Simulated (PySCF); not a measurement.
Run record: geometry optimisation, [WO3(OH)]-, `[O]=[W-](=[O])(=[O])[OH]`.

Computed with PBE0-D3(BJ)/def2-SVP geometry optimisation, gas phase, def2 core potentials past Kr (PySCF 2.14.0). Start geometry: GFN2-xTB. The input is one job of a driver script: a line of settings, then coordinates in Å.

Input:
```
{"job": {"xc": "PBE0", "basis": "def2-SVP", "d3": "d3bj", "grid": 1, "maxiter": 40, "kind": "geom"}, "charge": -1, "multiplicity": 1}
W      0.200180     0.342340     0.347180
O      0.176640     0.342280     2.064850
O      1.776920     0.224740    -0.331160
O     -0.684000     1.634470    -0.366360
O     -0.744550    -1.312680    -0.372800
H     -0.725190    -1.231150    -1.341710
```

Output:
```
step   0  E = -368.28091950  max force = 0.065664
step   1  E = -368.28697969  max force = 0.037670
step   2  E = -368.28974705  max force = 0.003382
step   3  E = -368.28997836  max force = 0.001710
step   4  E = -368.29011638  max force = 0.002301
step   5  E = -368.29012995  max force = 0.000534
step   6  E = -368.29013353  max force = 0.000251
optimisation converged
```

Energies in Eh; «max force» is the largest Cartesian gradient component in Eh/bohr.

Problem. How much energy does the optimisation release, in eV?

Solution. E(step 0) − E(last step) = 0.009214 Eh, which is 0.251 eV.

Problem. Give the first gradient maximum in eV/Å.

Solution. With 1 Eh/bohr = 51.422 eV/Å, 3.377 eV/Å.

In short: final energy -368.29013 Eh after 6 steps.

The run took 27 s wall on Arm Neoverse V2, one thread, on a shared host.
Labels such as C1 count atoms from 1, the log's own numbers from 0.
